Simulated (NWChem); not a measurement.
System: C₂H₃Cl₂F; SMILES CC(F)(Cl)Cl

Excerpt of the output:

```
             Northwest Computational Chemistry Package (NWChem) 7.3.0
             --------------------------------------------------------

 CS  symmetry detected

                             Geometry "geometry" -> ""
                             -------------------------

 Output coordinates in angstroms (scale by  1.889725989 to convert to a.u.)

  No.       Tag          Charge          X              Y              Z
 ---- ---------------- ---------- -------------- -------------- --------------
    1 C                    6.0000    -1.30072889    -1.12516376     0.00000000
    2 C                    6.0000    -0.33936200     0.03260801     0.00000000
    3 F                    9.0000    -1.01214070     1.19333257     0.00000000
    4 Cl                  17.0000     0.69314560     0.00053495    -1.45462800
    5 Cl                  17.0000     0.69314560     0.00053495     1.45462800
    6 H                    1.0000    -1.93147367    -1.06354774     0.89782200
    7 H                    1.0000    -0.75419159    -2.07575158     0.00000000
    8 H                    1.0000    -1.93147367    -1.06354774    -0.89782200

 Effective nuclear repulsion energy (a.u.)     299.2545926972

      Symmetry information
      --------------------

 Group name             Cs
 Group number              2
 Group order               2
 No. of unique centers     6

                                 NWChem DFT Module
                                 -----------------

 Summary of "ao basis" -> "ao basis" (spherical)
 ------------------------------------------------------------------------------
       Tag                 Description            Shells   Functions and Types
 ---------------- ------------------------------  ------  ---------------------
 C                         6-311++g**               10       22   5s4p1d
 F                         6-311++g**               10       22   5s4p1d
 Cl                        6-311++g**               14       30   7s6p1d
 H                         6-311++g**                5        7   4s1p

      Symmetry analysis of basis
      --------------------------

        a'         91
        a"         56

            General Information
            -------------------
          SCF calculation type: DFT
          Wavefunction type:  closed shell.
          No. of atoms     :     8
          No. of electrons :    58
           Alpha electrons :    29
            Beta electrons :    29
          Charge           :     0
          Spin multiplicity:     1
          Use of symmetry is: on ; symmetry adaption is: on
          Maximum number of iterations: 150
          AO basis - number of functions:   147
                     number of shells:    73
          Convergence on energy requested:  1.00D-06
          Convergence on density requested:  1.00D-05
          Convergence on gradient requested:  5.00D-04

              XC Information
              --------------
                         B3LYP Method XC Potential
                     Hartree-Fock (Exact) Exchange  0.200
                        Slater Exchange Functional  0.800 local
                    Becke 1988 Exchange Functional  0.720 non-local
              Lee-Yang-Parr Correlation Functional  0.810
                  VWN I RPA Correlation Functional  0.190 local

             Grid Information
             ----------------
          Grid used for XC integration:  medium
          Radial quadrature: Mura-Knowles
          Angular quadrature: Lebedev.
          Tag              B.-S. Rad. Rad. Pts. Rad. Cut. Ang. Pts.
          ---              ---------- --------- --------- ---------
          C                   0.70       49          12.0       434
          F                   0.50       49          12.0       434
          Cl                  1.00       88          14.0       590
          H                   0.35       45          13.0       434
          Grid pruning is: on
          Number of quadrature shells:   325
          Spatial weights used:  Erf1

      Superposition of Atomic Density Guess
      -------------------------------------

 Sum of atomic energies:       -1095.20165906

      Non-variational initial energy
      ------------------------------

 Total energy =   -1097.077967
 1-e energy   =   -2107.929201
 2-e energy   =     711.596641
 HOMO         =      -0.392976
 LUMO         =       0.033932

      Symmetry analysis of molecular orbitals - initial
      -------------------------------------------------

  Numbering of irreducible representations:

     1 a'          2 a"

  Orbital symmetries:

     1 a'          2 a"          3 a'          4 a'          5 a'
     6 a'          7 a"          8 a'          9 a"         10 a'
    11 a'         12 a"         13 a"         14 a'         15 a'
    16 a'         17 a"         18 a'         19 a"         20 a'
    21 a'         22 a"         23 a'         24 a'         25 a"
    26 a'         27 a"         28 a'         29 a"         30 a'
    31 a'         32 a"         33 a'         34 a'         35 a"
    36 a'         37 a'         38 a'         39 a"

     ---------------------------------------------
      Total Density - Mulliken Population Analysis
     ---------------------------------------------

    Atom       Charge   Shell Charges
 -----------   ------   -------------------------------------------------------
    1 C    6     6.70   1.10  0.89  0.60  0.81  1.59  0.50  0.98  0.13  0.06  0.04
    2 C    6     5.49   1.10  0.89  0.33  0.70  1.03  0.52  0.69 -0.08  0.16  0.14
    3 F    9     9.17   1.08  0.92  1.19  1.10  2.50  0.85  1.72 -0.15 -0.03  0.00
    4 Cl  17    17.13   0.78  1.19  0.91  1.08  0.99  1.03  7.41 -1.50  1.05  3.10  1.28 -0.12 -0.08  0.01
    5 Cl  17    17.13   0.78  1.19  0.91  1.08  0.99  1.03  7.41 -1.50  1.05  3.10  1.28 -0.12 -0.08  0.01
    6 H    1     0.79   0.24  0.43  0.09  0.00  0.02
    7 H    1     0.80   0.24  0.43  0.09  0.02  0.02
    8 H    1     0.79   0.24  0.43  0.09  0.00  0.02

   convergence    iter        energy       DeltaE   RMS-Dens  Diis-err
 ---------------- ----- ----------------- --------- --------- ---------
 d= 0,ls=0.0,diis     1  -1098.1927404844 -1.40D+03  1.32D-02  2.56D+00
 d= 0,ls=0.0,diis     2  -1097.9388449057  2.54D-01  1.17D-02  4.33D+00
 d= 0,ls=0.0,diis     3  -1098.3463021355 -4.07D-01  3.05D-03  1.79D-01
 d= 0,ls=0.0,diis     4  -1098.3653252710 -1.90D-02  4.72D-04  4.81D-03
 d= 0,ls=0.0,diis     5  -1098.3657570074 -4.32D-04  1.60D-04  4.86D-04
  Resetting Diis
 d= 0,ls=0.0,diis     6  -1098.3658099921 -5.30D-05  4.28D-05  2.67D-05
 d= 0,ls=0.0,diis     7  -1098.3658128712 -2.88D-06  1.54D-05  1.46D-06
 d= 0,ls=0.0,diis     8  -1098.3658127305  1.41D-07  8.85D-06  3.06D-06

         Total DFT energy =    -1098.365812730550
      One electron energy =    -2109.839813631482
           Coulomb energy =      791.172451196094
    Exchange-Corr. energy =      -78.953042992383
 Nuclear repulsion energy =      299.254592697220

 Numeric. integr. density =       58.000008436028

                  Occupations of the irreducible representations
                  ----------------------------------------------

                     irrep           alpha         beta
                     --------     --------     --------
                     a'               18.0         18.0
                     a"               11.0         11.0

                       DFT Final Molecular Orbital Analysis
                       ------------------------------------

 Vector   27  Occ=2.000000D+00  E=-3.381781D-01  Symmetry=a'
              MO Center=  4.5D-01, -6.4D-02,  1.6D-13, r^2= 3.5D+00
   Bfn.  Coefficient  Atom+Function         Bfn.  Coefficient  Atom+Function
  ----- ------------  ---------------      ----- ------------  ---------------
    83      0.325256  4 Cl py               113      0.325256  5 Cl py
    36      0.285968  2 C  s                 86      0.205499  4 Cl py
   116      0.205499  5 Cl py                74     -0.200609  4 Cl py
   104     -0.200609  5 Cl py                82      0.190603  4 Cl px
   112      0.190603  5 Cl px                80      0.151543  4 Cl py

 Vector   28  Occ=2.000000D+00  E=-3.334763D-01  Symmetry=a"
              MO Center=  5.8D-01,  2.9D-03, -4.8D-14, r^2= 3.5D+00
   Bfn.  Coefficient  Atom+Function         Bfn.  Coefficient  Atom+Function
  ----- ------------  ---------------      ----- ------------  ---------------
    83      0.406277  4 Cl py               113     -0.406277  5 Cl py
    86      0.266447  4 Cl py               116     -0.266447  5 Cl py
    74     -0.247567  4 Cl py               104      0.247567  5 Cl py
    80      0.186207  4 Cl py               110     -0.186207  5 Cl py
    53      0.099394  3 F  pz                57      0.089486  3 F  pz

 Vector   29  Occ=2.000000D+00  E=-3.195485D-01  Symmetry=a"
              MO Center=  6.2D-01, -5.2D-03,  5.3D-14, r^2= 3.5D+00
   Bfn.  Coefficient  Atom+Function         Bfn.  Coefficient  Atom+Function
  ----- ------------  ---------------      ----- ------------  ---------------
    84      0.302594  4 Cl pz               114      0.302594  5 Cl pz
    82      0.295712  4 Cl px               112     -0.295712  5 Cl px
    87      0.200955  4 Cl pz               117      0.200955  5 Cl pz
    85      0.199867  4 Cl px               115     -0.199867  5 Cl px
    73     -0.182542  4 Cl px                75     -0.181697  4 Cl pz

 Vector   30  Occ=0.000000D+00  E=-2.819933D-02  Symmetry=a'
              MO Center=  4.9D-01, -5.9D-02,  6.4D-15, r^2= 5.0D+00
   Bfn.  Coefficient  Atom+Function         Bfn.  Coefficient  Atom+Function
  ----- ------------  ---------------      ----- ------------  ---------------
    36      4.603662  2 C  s                 88     -1.945642  4 Cl s
   118     -1.945642  5 Cl s                 14     -1.476112  1 C  s
    32      1.048965  2 C  s                 37      0.904743  2 C  px
    91     -0.631853  4 Cl pz               121      0.631853  5 Cl pz
    33      0.591538  2 C  px                87     -0.462467  4 Cl pz

 Vector   31  Occ=0.000000D+00  E=-1.007436D-02  Symmetry=a'
              MO Center= -1.5D+00, -1.6D+00,  6.6D-16, r^2= 1.2D+01
   Bfn.  Coefficient  Atom+Function         Bfn.  Coefficient  Atom+Function
  ----- ------------  ---------------      ----- ------------  ---------------
    14      4.582808  1 C  s                137     -1.380831  7 H  s
   130     -1.292147  6 H  s                144     -1.292147  8 H  s
    36     -1.285432  2 C  s                 10      0.513121  1 C  s
   136     -0.499459  7 H  s                129     -0.467146  6 H  s
   143     -0.467146  8 H  s                  6      0.149470  1 C  s

 Vector   32  Occ=0.000000D+00  E= 1.099079D-03  Symmetry=a"
              MO Center= -3.1D-02, -2.0D-01, -1.3D-15, r^2= 7.2D+00
   Bfn.  Coefficient  Atom+Function         Bfn.  Coefficient  Atom+Function
  ----- ------------  ---------------      ----- ------------  ---------------
    88      1.907965  4 Cl s                118     -1.907965  5 Cl s
    39      1.386272  2 C  pz               130     -1.332776  6 H  s
   144      1.332776  8 H  s                 35      0.798585  2 C  pz
    89     -0.583823  4 Cl px               119      0.583823  5 Cl px
    91      0.580617  4 Cl pz               121      0.580617  5 Cl pz

     ---------------------------------------------
      Total Density - Mulliken Population Analysis
     ---------------------------------------------

    Atom       Charge   Shell Charges
 -----------   ------   -------------------------------------------------------
    1 C    6     6.59   1.10  0.89  0.66  0.75  1.53  0.46  0.86  0.24  0.06  0.04
    2 C    6     6.23   1.10  0.89  0.56  0.80  1.43  0.50  0.76 -0.15  0.18  0.18
    3 F    9     8.95   1.08  0.92  1.18  1.09  2.34  0.87  1.62 -0.13 -0.03  0.01
    4 Cl  17    16.88   0.78  1.19  0.89  1.09  1.03  1.02  7.43 -1.52  1.10  2.88  1.17 -0.12 -0.08  0.03
    5 Cl  17    16.88   0.78  1.19  0.89  1.09  1.03  1.02  7.43 -1.52  1.10  2.88  1.17 -0.12 -0.08  0.03
    6 H    1     0.82   0.27  0.47  0.06  0.00  0.02
    7 H    1     0.84   0.27  0.46  0.06  0.02  0.02
    8 H    1     0.82   0.27  0.47  0.06  0.00  0.02

     -------------------------------------------
      Total Density - Lowdin Population Analysis
     -------------------------------------------

    Atom       Charge   Shell Charges
 -----------   ------   -------------------------------------------------------
    1 C    6     6.11   1.05  0.92  0.63  0.48  1.46  0.28  0.97  0.06  0.17  0.10
    2 C    6     6.35   1.05  0.92  0.55  0.56  1.40  0.28  0.91  0.08  0.24  0.36
    3 F    9     9.14   1.03  0.96  1.19  0.97  2.31  0.63  1.56  0.13  0.35  0.01
    4 Cl  17    16.79   0.90  1.08  0.93  1.04  0.86  0.75  4.49  0.93  1.70  2.63  1.13  0.10  0.20  0.03
    5 Cl  17    16.79   0.90  1.08  0.93  1.04  0.86  0.75  4.49  0.93  1.70  2.63  1.13  0.10  0.20  0.03
    6 H    1     0.94   0.27  0.42  0.15  0.03  0.07
    7 H    1     0.94   0.27  0.42  0.15  0.03  0.07
    8 H    1     0.94   0.27  0.42  0.15  0.03  0.07

     Multipole analysis of the density
     ---------------------------------

     L   x y z        total         alpha         beta         nuclear
     -   - - -        -----         -----         ----         -------
     0   0 0 0     -0.000000    -29.000000    -29.000000     58.000000

     1   1 0 0     -0.493761     -0.246881     -0.246881      0.000000
     1   0 1 0     -0.677064     -0.338532     -0.338532     -0.000000
     1   0 0 1     -0.000000     -0.000000     -0.000000      0.000000

     2   2 0 0    -31.257867    -94.955746    -94.955746    158.653626
     2   1 1 0      1.621382     -5.493968     -5.493968     12.609317
     2   1 0 1      0.000000      0.000000      0.000000      0.000000
     2   0 2 0    -32.209141    -64.295630    -64.295630     96.382119
     2   0 1 1     -0.000000     -0.000000     -0.000000      0.000000
     2   0 0 2    -32.459634   -147.563238   -147.563238    262.666842
```

Level: B3LYP/6-311++G** (spherical d). Structure relaxed at the PBE0/def2-SVP level. B3LYP is NWChem's, with the RPA form of VWN correlation.

**Question.** Reconstruct the input file.

**Answer.** Several could match; the one computed here: the input that was run:
```
start job
memory heap 200 mb stack 900 mb global 1100 mb
geometry units angstroms noautoz
  C     -1.319381    -1.111717     0.000000
  C     -0.342758     0.033215     0.000000
  F     -1.000098     1.202752     0.000000
  Cl     0.689234    -0.012536     1.454628
  Cl     0.689234    -0.012536    -1.454628
  H     -1.949254    -1.041749    -0.897822
  H     -0.785487    -2.069463     0.000000
  H     -1.949254    -1.041749     0.897822
end
basis spherical
  * library 6-311++g**
end
dft
  xc b3lyp
  iterations 150
  mulliken
end
task dft energy
```
